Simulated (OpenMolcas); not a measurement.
V2+: ligand-field states by method

V2+ with its 6 nearest oxide ions at 2.252 Å, on the Ca site of CaO (a = 4.8105 Å, distance in the model lattice 2.405 Å). The rest of the host is ab initio model potentials to 7.6 Å, with orthogonalisation functions on the cations behind the ligands, and point charges beyond; the distance is set by hand and nothing relaxes. Ligand basis ANO-RCC-VDZP.

```
Program             : OpenMolcas
Basis               : ANO-RCC-VDZP [5s4p2d1f]
Scalar Hamiltonian  : DKH2, point nucleus
Active space        : 3 electrons in 5 orbitals (3d)
State averaging     : 2S+1 = 4 even, 10 roots; 2S+1 = 2 even, 40 roots
Spin-orbit coupling : state interaction with AMFI integrals over the reference wave functions
```

I. CASSCF
II. SS-CASPT2, IPEA 0.25 Eh, imaginary shift 0.1 Eh (closed shells correlated: 3s 3p and the ligand valence shells)

Spin-free states (labels of O, the rotations of Oh) in cm-1, each column counted from its own energy of the first state listed:

```tsv
State	Degeneracy	I	II
4A2	1	0	0
4T2	3	11732	13080
2E	2	16005	12820
2T1	3	16818	13660
4T1	3	18899	19070
2T2	3	22654	18490
2A1	1	25171	22670
2T2	3	28128	26580
2T1	3	28646	26450
2E	2	30333	27240
4T1	3	30343	29550
2T1	3	34175	31480
2T2	3	40180	37460
2T1	3	40592	40620
2A2	1	43023	37820
2T2	3	44820	41060
2E	2	48022	45510
2T1	3	50772	47700
2E	2	66155	60160
2T2	3	69101	63500
```

From I to II, I's first state of the same spin (4T2) moves from 11732 to 13080 cm-1, by about +1400 cm-1.

From I to II, I's first state of another spin (2E) moves from 16005 to 12820 cm-1, by about -3200 cm-1.

I: A least-squares ligand-field fit to the states below 45000 cm-1, each weighted by its degeneracy and with a free common offset, gives 10Dq = 12158 cm-1, B = 896 cm-1 and C = 3341 cm-1 (C/B = 3.73), with an rms deviation of 179 cm-1. The same method and metal basis give the free ion B = 954 cm-1 (fit to its terms below 60000 cm-1, rms deviation 86 cm-1), so the nephelauxetic ratio is β = 896 / 954 = 0.94; it hangs on how both fits weigh the states, and computed free-ion B values tend to be too large, so β mixes covalency with correlation.

II: A least-squares ligand-field fit to the states below 45000 cm-1, each weighted by its degeneracy and with a free common offset, gives 10Dq = 13404 cm-1, B = 721 cm-1 and C = 2765 cm-1 (C/B = 3.83), with an rms deviation of 598 cm-1. The same method and metal basis give the free ion B = 827 cm-1 (fit to its terms below 60000 cm-1, rms deviation 408 cm-1), so the nephelauxetic ratio is β = 721 / 827 = 0.87; it hangs on how both fits weigh the states, and computed free-ion B values tend to be too large, so β mixes covalency with correlation.

From I to II, 10Dq changes by +10 %, B by -19 % and C by -17 %.

χT at 300 K: I 1.86, II 1.86 cm3 K/mol.

Roots that are degenerate in the reference are averaged as groups; the widest CASPT2 spread within a group is 550 cm-1 (the 3-fold group of multiplicity 2 near 26500 cm-1 above the lowest state of its run, II). Shifts and gaps below about the spread of the groups concerned are not significant. Over all roots computed the reference weight is 0.71 to 0.72 in II; a low but even weight reflects the number of correlated electrons. Ligand-to-metal charge-transfer states are missing. With no ligand orbital active B as a rule stays too high, so bands that hang on it stand too high and its fall with covalency is understated. Without dynamic correlation the repulsion within the d shell is too large (B by tens of per cent), so at a given field states of lower spin stand too high (holds for I). With metal d orbitals alone and no dynamic correlation 10Dq can be off by a tenth to a fifth, either way, in oxide and fluoride hosts (holds for I). With one d shell and no ligand orbital active, 10Dq can be off by tens of per cent for divalent 3d ions, low with halides held by bare charges and at times high in hosts (holds for II). Free-ion shares, where given, are those of the reference states; single-state CASPT2 does not remix them (holds for II). No measured value stands beside these numbers; the geometry was set by hand and not optimised.
